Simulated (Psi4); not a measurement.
Intermolecular potential of COS ··· H4N+ (SMILES O=C=S and [NH4+]) (charge +1). Monomers: optimised at B3LYP-D3(BJ) (def2-TZVP), held rigid. Orientation: a random orientation, not optimised. The monomers approach along the line of their centres of mass (distance R); nothing else relaxes.

Geometry at R = 4.08 Å (first 3 atoms: monomer A):
```
8

O     -1.2904    -0.0427     0.0000
C     -0.1355    -0.0045     0.0000
S      1.4258     0.0472     0.0000
N      1.5241    -0.6441    -3.8604
H      2.0733    -0.4341    -3.0207
H      0.5471    -0.8085    -3.5973
H      1.9012    -1.4820    -4.3147
H      1.5746     0.1483    -4.5087
```

Levels of theory: PBE/def2-TZVP, counterpoise-corrected (Psi4); PBE-D3(BJ)/def2-TZVP, counterpoise-corrected (Psi4); B3LYP-D3(BJ)/def2-TZVP, counterpoise-corrected (Psi4); SAPT0/jun-cc-pVDZ, frozen core (Psi4).

Interaction energies in kJ/mol; the last columns give the difference from SAPT0:

```json
[
 {"R / Å": "3.45", "PBE/def2-TZVP": "-15.00", "PBE-D3(BJ)/def2-TZVP": "-19.78", "B3LYP-D3(BJ)/def2-TZVP": "-17.52", "SAPT0/jun-cc-pVDZ": "-4.80", "PBE/def2-TZVP − SAPT0/jun-cc-pVDZ": "-10.20", "PBE-D3(BJ)/def2-TZVP − SAPT0/jun-cc-pVDZ": "-14.98", "B3LYP-D3(BJ)/def2-TZVP − SAPT0/jun-cc-pVDZ": "-12.72"},
 {"R / Å": "3.69", "PBE/def2-TZVP": "-15.41", "PBE-D3(BJ)/def2-TZVP": "-19.35", "B3LYP-D3(BJ)/def2-TZVP": "-17.58", "SAPT0/jun-cc-pVDZ": "-8.06", "PBE/def2-TZVP − SAPT0/jun-cc-pVDZ": "-7.35", "PBE-D3(BJ)/def2-TZVP − SAPT0/jun-cc-pVDZ": "-11.29", "B3LYP-D3(BJ)/def2-TZVP − SAPT0/jun-cc-pVDZ": "-9.52"},
 {"R / Å": "3.87", "PBE/def2-TZVP": "-14.14", "PBE-D3(BJ)/def2-TZVP": "-17.50", "B3LYP-D3(BJ)/def2-TZVP": "-15.91", "SAPT0/jun-cc-pVDZ": "-8.32", "PBE/def2-TZVP − SAPT0/jun-cc-pVDZ": "-5.82", "PBE-D3(BJ)/def2-TZVP − SAPT0/jun-cc-pVDZ": "-9.18", "B3LYP-D3(BJ)/def2-TZVP − SAPT0/jun-cc-pVDZ": "-7.59"},
 {"R / Å": "4.08", "PBE/def2-TZVP": "-12.08", "PBE-D3(BJ)/def2-TZVP": "-14.82", "B3LYP-D3(BJ)/def2-TZVP": "-13.36", "SAPT0/jun-cc-pVDZ": "-7.55", "PBE/def2-TZVP − SAPT0/jun-cc-pVDZ": "-4.52", "PBE-D3(BJ)/def2-TZVP − SAPT0/jun-cc-pVDZ": "-7.27", "B3LYP-D3(BJ)/def2-TZVP − SAPT0/jun-cc-pVDZ": "-5.80"},
 {"R / Å": "4.25", "PBE/def2-TZVP": "-10.32", "PBE-D3(BJ)/def2-TZVP": "-12.63", "B3LYP-D3(BJ)/def2-TZVP": "-11.25", "SAPT0/jun-cc-pVDZ": "-6.60", "PBE/def2-TZVP − SAPT0/jun-cc-pVDZ": "-3.72", "PBE-D3(BJ)/def2-TZVP − SAPT0/jun-cc-pVDZ": "-6.02", "B3LYP-D3(BJ)/def2-TZVP − SAPT0/jun-cc-pVDZ": "-4.65"},
 {"R / Å": "4.47", "PBE/def2-TZVP": "-8.19", "PBE-D3(BJ)/def2-TZVP": "-10.01", "B3LYP-D3(BJ)/def2-TZVP": "-8.76", "SAPT0/jun-cc-pVDZ": "-5.30", "PBE/def2-TZVP − SAPT0/jun-cc-pVDZ": "-2.89", "PBE-D3(BJ)/def2-TZVP − SAPT0/jun-cc-pVDZ": "-4.71", "B3LYP-D3(BJ)/def2-TZVP − SAPT0/jun-cc-pVDZ": "-3.46"},
 {"R / Å": "4.80", "PBE/def2-TZVP": "-5.54", "PBE-D3(BJ)/def2-TZVP": "-6.81", "B3LYP-D3(BJ)/def2-TZVP": "-5.78", "SAPT0/jun-cc-pVDZ": "-3.59", "PBE/def2-TZVP − SAPT0/jun-cc-pVDZ": "-1.95", "PBE-D3(BJ)/def2-TZVP − SAPT0/jun-cc-pVDZ": "-3.21", "B3LYP-D3(BJ)/def2-TZVP − SAPT0/jun-cc-pVDZ": "-2.19"},
 {"R / Å": "5.06", "PBE/def2-TZVP": "-3.96", "PBE-D3(BJ)/def2-TZVP": "-4.90", "B3LYP-D3(BJ)/def2-TZVP": "-4.08", "SAPT0/jun-cc-pVDZ": "-2.55", "PBE/def2-TZVP − SAPT0/jun-cc-pVDZ": "-1.41", "PBE-D3(BJ)/def2-TZVP − SAPT0/jun-cc-pVDZ": "-2.35", "B3LYP-D3(BJ)/def2-TZVP − SAPT0/jun-cc-pVDZ": "-1.53"},
 {"R / Å": "5.58", "PBE/def2-TZVP": "-1.89", "PBE-D3(BJ)/def2-TZVP": "-2.42", "B3LYP-D3(BJ)/def2-TZVP": "-1.94", "SAPT0/jun-cc-pVDZ": "-1.16", "PBE/def2-TZVP − SAPT0/jun-cc-pVDZ": "-0.73", "PBE-D3(BJ)/def2-TZVP − SAPT0/jun-cc-pVDZ": "-1.25", "B3LYP-D3(BJ)/def2-TZVP − SAPT0/jun-cc-pVDZ": "-0.77"},
 {"R / Å": "6.27", "PBE/def2-TZVP": "-0.59", "PBE-D3(BJ)/def2-TZVP": "-0.85", "B3LYP-D3(BJ)/def2-TZVP": "-0.60", "SAPT0/jun-cc-pVDZ": "-0.25", "PBE/def2-TZVP − SAPT0/jun-cc-pVDZ": "-0.35", "PBE-D3(BJ)/def2-TZVP − SAPT0/jun-cc-pVDZ": "-0.60", "B3LYP-D3(BJ)/def2-TZVP − SAPT0/jun-cc-pVDZ": "-0.35"},
 {"R / Å": "7.31", "PBE/def2-TZVP": "0.05", "PBE-D3(BJ)/def2-TZVP": "-0.05", "B3LYP-D3(BJ)/def2-TZVP": "0.12", "SAPT0/jun-cc-pVDZ": "0.26", "PBE/def2-TZVP − SAPT0/jun-cc-pVDZ": "-0.21", "PBE-D3(BJ)/def2-TZVP − SAPT0/jun-cc-pVDZ": "-0.31", "B3LYP-D3(BJ)/def2-TZVP − SAPT0/jun-cc-pVDZ": "-0.14"},
 {"R / Å": "8.57", "PBE/def2-TZVP": "0.26", "PBE-D3(BJ)/def2-TZVP": "0.22", "B3LYP-D3(BJ)/def2-TZVP": "0.34", "SAPT0/jun-cc-pVDZ": "0.40", "PBE/def2-TZVP − SAPT0/jun-cc-pVDZ": "-0.15", "PBE-D3(BJ)/def2-TZVP − SAPT0/jun-cc-pVDZ": "-0.18", "B3LYP-D3(BJ)/def2-TZVP − SAPT0/jun-cc-pVDZ": "-0.06"}
]
```

PBE/def2-TZVP is furthest from SAPT0/jun-cc-pVDZ at 3.45 (-10.20 kJ/mol, below); its mean absolute difference over the points is 3.27 kJ/mol.

PBE-D3(BJ)/def2-TZVP is furthest from SAPT0/jun-cc-pVDZ at 3.45 (-14.98 kJ/mol, below); its mean absolute difference over the points is 5.11 kJ/mol.

B3LYP-D3(BJ)/def2-TZVP is furthest from SAPT0/jun-cc-pVDZ at 3.45 (-12.72 kJ/mol, below); its mean absolute difference over the points is 4.07 kJ/mol.
